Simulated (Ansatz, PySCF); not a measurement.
Process, species as SMILES: CN (CH5N) [methanamine] -> C[NH] + H atom (the H-N bond at the site shown breaks; other sites are not compared here)
Each molecule is optimised on its own at B3LYP-D3(BJ)/def2-TZVP (Ansatz, an electronic-structure program).

Property: bond dissociation energy (enthalpy at 298 K, with B3LYP-D3(BJ) rigid-rotor harmonic-oscillator terms from PySCF), in kJ/mol. Valence correlation only, unless marked. UHF or UKS for open shells. Spin-orbit coupling is left out. No relativistic terms. Basis-set limits of correlation are two-point, X^-3; Hartree-Fock from the larger set. [CCSD(T)-MP2]/basis is that difference in the basis named.

```csv
level,program,bond dissociation energy (kJ/mol)
RI-HF/cc-pVQZ,Ansatz,289.2
HSE06-D3(BJ)/def2-TZVPD,Ansatz + dftd3,397.5
```

Task: Estimate the value at RI-MP2/CBS(aug-cc-pVTZ,aug-cc-pVQZ)+[CCSD(T)-MP2]/aug-cc-pVTZ as computed with Ansatz.

Result: 418.9 kJ/mol, so HSE06-D3(BJ)/def2-TZVPD differs from it by -21.4 kJ/mol.
